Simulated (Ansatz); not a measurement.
C3H5Te, SMILES `C=CC[Te]` radical, 9 atoms. The species carries charge 0 and has multiplicity 2. Correlated methods include outer-core shells of Te, which these sets cover unevenly. Te takes the def2 core potential. All runs use 4 threads of a server CPU on a shared host. Correlated methods freeze the cores. Open-shell runs search over several starts.

(1) Give the basis size and wall time and peak host memory of each of these runs in Ansatz. UKS PBE0-D4/def2-SVP energy; UKS ωB97M-V/def2-TZVPP energy and forces; UHF-MP2/def2-QZVPP energy; UKS ωB97M-V/def2-SVP energy; UKS HSE06-D4/def2-TZVPP energy; UKS ωB97M-V/def2-QZVPP energy; UKS PBE0-D4/def2-TZVP relaxation (11 steps); UKS PBE0-D4/def2-TZVP frequencies; UKS ωB97X-V/def2-TZVPP energy; UKS PBE0-D4/def2-QZVPP energy; UHF-CCSD(T)/def2-TZVPP energy; UKS r2SCAN0-D4/def2-TZVPP energy. (Best estimate.)

Results:

(1) The calculation gave: Other jobs shared the machine, so times are rough.

```json
{"level": "UKS PBE0-D4/def2-SVP", "job": "energy", "functions": "93", "wall time": "2.4 s", "peak host memory (GiB)": "0.3"}
{"level": "UKS ωB97M-V/def2-SVP", "job": "energy", "functions": "93", "wall time": "9 s", "peak host memory (GiB)": "0.49"}
{"level": "UKS HSE06-D4/def2-TZVPP", "job": "energy", "functions": "213", "wall time": "9 s", "peak host memory (GiB)": "0.93"}
{"level": "UKS r2SCAN0-D4/def2-TZVPP", "job": "energy", "functions": "213", "wall time": "10 s", "peak host memory (GiB)": "0.94"}
{"level": "UKS ωB97X-V/def2-TZVPP", "job": "energy", "functions": "213", "wall time": "15 s", "peak host memory (GiB)": "1.1"}
{"level": "UKS ωB97M-V/def2-TZVPP", "job": "energy and forces", "functions": "213", "wall time": "25 s", "peak host memory (GiB)": "1.2"}
{"level": "UKS PBE0-D4/def2-QZVPP", "job": "energy", "functions": "403", "wall time": "38 s", "peak host memory (GiB)": "2.2"}
{"level": "UKS ωB97M-V/def2-QZVPP", "job": "energy", "functions": "403", "wall time": "51 s", "peak host memory (GiB)": "2.6"}
{"level": "UKS PBE0-D4/def2-TZVP", "job": "relaxation (11 steps)", "functions": "173", "wall time": "62 s", "peak host memory (GiB)": "0.72"}
{"level": "UHF-MP2/def2-QZVPP", "job": "energy", "functions": "403", "wall time": "97 s", "peak host memory (GiB)": "2.2"}
{"level": "UHF-CCSD(T)/def2-TZVPP", "job": "energy", "functions": "213", "wall time": "5.3 min", "peak host memory (GiB)": "4.4"}
{"level": "UKS PBE0-D4/def2-TZVP", "job": "frequencies", "functions": "173", "wall time": "5.9 min", "peak host memory (GiB)": "0.7"}
```

HSE06 is defined as in plane-wave codes.
